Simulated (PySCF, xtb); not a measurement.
ZnHF, SMILES [F][ZnH].

GFN2-xTB run with xtb at its own geometry gives an orbital gap of 7.32 eV and a dipole moment of 2.85 D.

Geometry: PBE0-D3(BJ)/def2-TZVP.

Problem. What does HF/def2-TZVPD (PySCF) give? (The exact figures need the calculation; the answer reports its results.)

Solution. gap 13.43 eV (levels -12.56 and 0.87 eV), dipole 2.18 D.
